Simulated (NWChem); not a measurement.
Program: NWChem. System: BiF3, charge 0, spin multiplicity 1, at a geometry optimised with B3LYP/def2-SVP with def2 effective core potentials on Bi. The structure started from a generated list of species. Level: CCSD(T)/def2-SVP with def2 effective core potentials on Bi, 7 core orbitals frozen.

The NWChem input:

```
start mol
memory heap 100 mb stack 700 mb global 1900 mb
geometry units angstroms nocenter noautoz
  Bi     0.002267     0.255006     0.000000
  F     -0.877374    -0.776163     1.507661
  F     -0.877374    -0.776163    -1.507661
  F      1.733837    -0.799400     0.000000
  symmetry group Cs
end
basis spherical
  * library def2-svp
end
ecp
  Bi library def2-ecp
end
scf
  rhf
  nopen 0
  maxiter 100
  thresh 1e-7
  semidirect memsize 60000000 filesize 0
end
ccsd
  freeze core 7
  maxiter 60
end
task ccsd(t) energy
```

Part of the output:

```
             Northwest Computational Chemistry Package (NWChem) 7.3.0
             --------------------------------------------------------

                                NWChem Input Module
                                -------------------

 Scaling coordinates for geometry "geometry" by  1.889725989
 (inverse scale =  0.529177249)

 Turning off AUTOSYM since
 SYMMETRY directive was detected!

                             Geometry "geometry" -> ""
                             -------------------------

 Output coordinates in angstroms (scale by  1.889725989 to convert to a.u.)

  No.       Tag          Charge          X              Y              Z
 ---- ---------------- ---------- -------------- -------------- --------------
    1 Bi                  83.0000     0.00226700     0.25500600     0.00000000
    2 F                    9.0000    -0.87737400    -0.77616300     1.50766100
    3 F                    9.0000    -0.87737400    -0.77616300    -1.50766100
    4 F                    9.0000     1.73383700    -0.79940000     0.00000000

 Effective nuclear repulsion energy (a.u.)     627.5921385033

            Nuclear Dipole moment (a.u.)
            ----------------------------
        X                 Y               Z
 ---------------- ---------------- ----------------
    -0.0000718096    -0.0000680301     0.0000000000

      Symmetry information
      --------------------

 Group name             Cs
 Group number              2
 Group order               2
 No. of unique centers     3

      Symmetry unique atoms

     1    2    4


 Summary of "ao basis" -> "" (spherical)
 ------------------------------------------------------------------------------
       Tag                 Description            Shells   Functions and Types
 ---------------- ------------------------------  ------  ---------------------
 *                          def2-svp                  on all atoms

 Summary of "ao basis" -> "ao basis" (spherical)
 ------------------------------------------------------------------------------
       Tag                 Description            Shells   Functions and Types
 ---------------- ------------------------------  ------  ---------------------
 Bi                         def2-svp                10       26   4s4p2d
 F                          def2-svp                 6       14   3s2p1d

                                 NWChem SCF Module
                                 -----------------

  ao basis        = "ao basis"
  functions       =    68
  atoms           =     4
  closed shells   =    25
  open shells     =     0
  charge          =   0.00
  wavefunction    = RHF
  use symmetry    = T
  symmetry adapt  = T

 Summary of "ao basis" -> "ao basis" (spherical)
 ------------------------------------------------------------------------------
       Tag                 Description            Shells   Functions and Types
 ---------------- ------------------------------  ------  ---------------------
 Bi                         def2-svp                10       26   4s4p2d
 F                          def2-svp                 6       14   3s2p1d

      Symmetry analysis of basis
      --------------------------

        a'         42
        a"         26

 Forming initial guess at       0.1s

      Superposition of Atomic Density Guess
      -------------------------------------

 Sum of atomic energies:        -543.29654672

      Non-variational initial energy
      ------------------------------

 Total energy =    -511.124758
 1-e energy   =   -1198.867833
 2-e energy   =     483.003707
 HOMO         =      -0.427113
 LUMO         =      -0.002592

      Symmetry analysis of molecular orbitals - initial
      -------------------------------------------------

  Numbering of irreducible representations:

     1 a'          2 a"

  Orbital symmetries:

     1 a'          2 a'          3 a"          4 a'          5 a"
     6 a'          7 a'          8 a'          9 a'         10 a"
    11 a"         12 a'         13 a'         14 a"         15 a'
    16 a'         17 a"         18 a'         19 a'         20 a"
    21 a'         22 a"         23 a'         24 a"         25 a'
    26 a'         27 a"         28 a'         29 a'         30 a'
    31 a'         32 a"         33 a'         34 a'         35 a"

 Starting SCF solution at       0.8s

 ----------------------------------------------
         Quadratically convergent ROHF

 Convergence threshold     :          1.000E-07
 Maximum no. of iterations :          100
 Final Fock-matrix accuracy:          1.000E-09
 ----------------------------------------------

              iter       energy          gnorm     gmax       time
             ----- ------------------- --------- --------- --------
                 1     -511.5228123696  1.63D+00  3.91D-01      0.9
                 2     -511.6563269365  2.81D-01  7.03D-02      0.9
                 3     -511.6635215679  2.69D-02  7.67D-03      1.0
                 4     -511.6636334146  2.18D-04  8.19D-05      1.1
                 5     -511.6636334207  3.25D-08  9.67D-09      1.2

       Final RHF  results
       ------------------

         Total SCF energy =   -511.663633420665
      One-electron energy =  -1199.636772363958
      Two-electron energy =    483.233771098786
 Nuclear repulsion energy =    204.739367844507

        Time for solution =      0.4s

       Symmetry analysis of molecular orbitals - final
       -----------------------------------------------

  Numbering of irreducible representations:

     1 a'          2 a"

  Orbital symmetries:

     1 a'          2 a'          3 a"          4 a'          5 a'
[...]
     2   0 1 1     -0.000000      0.000000      0.000000
     2   0 0 2    -35.932846      0.000000    146.109205

                   Four-Index Transformation
                   -------------------------
          Number of basis functions:             68
          Number of shells:                      28
          Number of occupied orbitals:           25
          Number of occ. correlated orbitals:    18
          Block length:                          16
          Superscript MO index range:      8 -   25
          Subscript MO index range:        8 -   68
          MO coefficients read from:  ./mol.movecs
          Number of operator matrices in core:  342
          Half-transformed integrals produced

     Pass:    1     Index range:    8  -   25     Time:      2.72
 ------------------------------------------
 MP2 Energy (coupled cluster initial guess)
 ------------------------------------------
 Reference energy:           -511.663633420664894
 MP2 Corr. energy:             -0.682024316303460
 Total MP2 energy:           -512.345657736968406

 ****************************************************************************
              the segmented parallel ccsd program:    1 nodes
 ****************************************************************************

 level of theory    ccsd(t)
 number of core         7
 number of occupied    18
 number of virtual     43
 number of deleted      0
 total functions       68
 number of shells      28
 basis label          566

   ***** ccsd parameters *****
   iprt   =     0
   convi  =  0.100E-05
   maxit  =    60
   mxvec  =     5
 memory            104844348
  Using  1 OpenMP thread(s) in CCSD
  IO offset    20.000000000000000
  IO error message >End of File
  file_read_ga: failing reading from ./mol.t2
  Failed reading restart vector from ./mol.t2
  Using MP2 initial guess vector

-------------------------------------------------------------------------
 iter     correlation     delta       rms       T2     Non-T2      Main
             energy      energy      error      ampl     ampl      Block
                                                time     time      time
-------------------------------------------------------------------------
   1     -0.6633378190 -6.633D-01  2.923D-02     7.98     0.01     7.42
   2     -0.6855714007 -2.223D-02  9.971D-02     7.91     0.01     7.34
   3     -0.6823204988  3.251D-03  1.538D-02     7.66     0.01     7.12
   4     -0.6849023044 -2.582D-03  4.395D-03     7.27     0.02     6.72
   5     -0.6855766039 -6.743D-04  4.638D-03     6.89     0.01     6.40
   6     -0.6855897232 -1.312D-05  6.707D-04     8.02     0.01     7.49
   7     -0.6855838056  5.918D-06  3.453D-04     7.21     0.00     6.80
   8     -0.6855809276  2.878D-06  7.928D-05     7.97     0.01     7.46
   9     -0.6855793406  1.587D-06  2.792D-05     7.25     0.02     6.69
  10     -0.6855796329 -2.923D-07  8.998D-06     7.69     0.01     7.24
  11     -0.6855805579 -9.250D-07  3.787D-06     8.19     0.01     7.67
  12     -0.6855808811 -3.233D-07  2.648D-06     7.83     0.01     7.32
  13     -0.6855809962 -1.151D-07  5.388D-07     6.58     0.00     6.18
                  *************converged*************
-------------------------------------------------------------------------

 -----------
 CCSD Energy
 -----------
 Reference energy:            -511.663633420664894
 CCSD corr. energy:             -0.685580996206288
 Total CCSD energy:           -512.349214416871177

 --------------------------------
 Spin Component Scaled (SCS) CCSD
 --------------------------------
 Same spin contribution:                 -0.167265405495789
 Same spin scaling factor:                1.130000000000000
 Opposite spin contribution:             -0.518315590710499
 Opposite spin scaling fact.:             1.270000000000000
 SCS-CCSD correlation energy:            -0.847270708412575
 Total SCS-CCSD energy:                -512.510904129077517
 memory            104844348

*********triples calculation*********

nkpass=    1; nvpass=    1; memdrv=         233232; memtrn=         841122; memavail=      104843556
 memory available/node                      104843556
 total number of virtual orbitals        43
 number of virtuals per integral pass    43
 number of integral evaluations           1
 number of occupied per triples pass     18
 number of triples passes                 1

 commencing integral evaluation        1 at         101.43
  symmetry use  T
task         2 out of       406 done   0%  at       0.2 secs
task        23 out of       406 done   5%  at       0.6 secs
task        44 out of       406 done  10%  at       0.9 secs
task        61 out of       406 done  15%  at       1.3 secs
task        82 out of       406 done  20%  at       1.4 secs
task       103 out of       406 done  25%  at       1.6 secs
task       122 out of       406 done  30%  at       1.7 secs
task       144 out of       406 done  35%  at       1.9 secs
task       163 out of       406 done  40%  at       2.0 secs
task       183 out of       406 done  45%  at       2.3 secs
task       209 out of       406 done  51%  at       2.3 secs
task       224 out of       406 done  55%  at       2.4 secs
task       245 out of       406 done  60%  at       2.5 secs
task       264 out of       406 done  65%  at       2.7 secs
task       285 out of       406 done  70%  at       2.8 secs
task       305 out of       406 done  75%  at       2.9 secs
task       325 out of       406 done  80%  at       3.0 secs
task       348 out of       406 done  85%  at       3.2 secs
task       366 out of       406 done  90%  at       3.4 secs
task       386 out of       406 done  95%  at       3.6 secs
task       406 out of       406 done 100%  at       3.9 secs
 commencing triples evaluation - blocking       1
 ccsd(t): done        1 out of       43 progress:    2.3%
 ccsd(t): done        2 out of       43 progress:    4.7%
 ccsd(t): done        3 out of       43 progress:    7.0%
 ccsd(t): done        4 out of       43 progress:    9.3%
 ccsd(t): done        5 out of       43 progress:   11.6%
 ccsd(t): done        6 out of       43 progress:   14.0%
 ccsd(t): done        7 out of       43 progress:   16.3%
 ccsd(t): done        8 out of       43 progress:   18.6%
 ccsd(t): done        9 out of       43 progress:   20.9%
 ccsd(t): done       10 out of       43 progress:   23.3%
 ccsd(t): done       11 out of       43 progress:   25.6%
 ccsd(t): done       12 out of       43 progress:   27.9%
 ccsd(t): done       13 out of       43 progress:   30.2%
 ccsd(t): done       14 out of       43 progress:   32.6%
 ccsd(t): done       15 out of       43 progress:   34.9%
 ccsd(t): done       16 out of       43 progress:   37.2%
 ccsd(t): done       17 out of       43 progress:   39.5%
 ccsd(t): done       18 out of       43 progress:   41.9%
 ccsd(t): done       19 out of       43 progress:   44.2%
 ccsd(t): done       20 out of       43 progress:   46.5%
 ccsd(t): done       21 out of       43 progress:   48.8%
 ccsd(t): done       22 out of       43 progress:   51.2%
 ccsd(t): done       23 out of       43 progress:   53.5%
 ccsd(t): done       24 out of       43 progress:   55.8%
 ccsd(t): done       25 out of       43 progress:   58.1%
 ccsd(t): done       26 out of       43 progress:   60.5%
 ccsd(t): done       27 out of       43 progress:   62.8%
 ccsd(t): done       28 out of       43 progress:   65.1%
 ccsd(t): done       29 out of       43 progress:   67.4%
 ccsd(t): done       30 out of       43 progress:   69.8%
 ccsd(t): done       31 out of       43 progress:   72.1%
 ccsd(t): done       32 out of       43 progress:   74.4%
 ccsd(t): done       33 out of       43 progress:   76.7%
 ccsd(t): done       34 out of       43 progress:   79.1%
 ccsd(t): done       35 out of       43 progress:   81.4%
 ccsd(t): done       36 out of       43 progress:   83.7%
 ccsd(t): done       37 out of       43 progress:   86.0%
 ccsd(t): done       38 out of       43 progress:   88.4%
 ccsd(t): done       39 out of       43 progress:   90.7%
 ccsd(t): done       40 out of       43 progress:   93.0%
 ccsd(t): done       41 out of       43 progress:   95.3%
 ccsd(t): done       42 out of       43 progress:   97.7%
 ccsd(t): done       43 out of       43 progress:  100.0%
 Time for integral evaluation pass     1        3.92
 Time for triples evaluation pass      1       15.12

 pseudo-e(mp4)  -0.16887832757552E-01
 pseudo-e(mp5)   0.30565318883026E-02
        e(t)    -0.13831300869249E-01

 --------------
 CCSD(T) Energy
 --------------
 Reference energy:                    -511.663633420664894

 CCSD corr. energy:                     -0.685580996206288
 T(CCSD) corr. energy:                  -0.016887832757552
 Total CCSD+T(CCSD) energy:           -512.366102249628739

 CCSD corr. energy:                     -0.685580996206288
 (T) corr. energy:                      -0.013831300869249
 Total CCSD(T) energy:                -512.363045717740420

 routine      calls  cpu(0)   cpu-min  cpu-ave  cpu-max   i/o
 aoccsd          1     0.05     0.05     0.05     0.05    0.00
 iterdrv         1     0.04     0.04     0.04     0.04    0.00
 pampt          13     0.38     0.38     0.38     0.38    0.00
 t2pm           13     0.82     0.82     0.82     0.82    0.00
 sxy            13     0.76     0.76     0.76     0.76    0.00
 ints      2012530    64.84    64.84    64.84    64.84    0.00
 t2eri        5278    21.91    21.91    21.91    21.91    0.00
 idx2         5278     3.23     3.23     3.23     3.23    0.00
 idx34          13     0.44     0.44     0.44     0.44    0.00
 ht2pm          13     0.79     0.79     0.79     0.79    0.00
 itm            13     4.60     4.60     4.60     4.60    0.00
 pdiis          13     0.11     0.11     0.11     0.11    0.00
 triples         1     0.00     0.00     0.00     0.00    0.00
 rdtrpo          1     0.04     0.04     0.04     0.04    0.00
 trpmos          1     3.92     3.92     3.92     3.92    0.00
 trpdrv          1     1.58     1.58     1.58     1.58    0.00
 dovvv      264708     4.86     4.86     4.86     4.86    0.00
 doooo      264708     2.89     2.89     2.89     2.89    0.00
 tengy      250776     5.50     5.50     5.50     5.50    0.00
 Total               116.77   116.77   116.77   116.77    0.00

 Task  times  cpu:      121.8s     wall:      121.8s

 Total times  cpu:      121.8s     wall:      121.8s
```
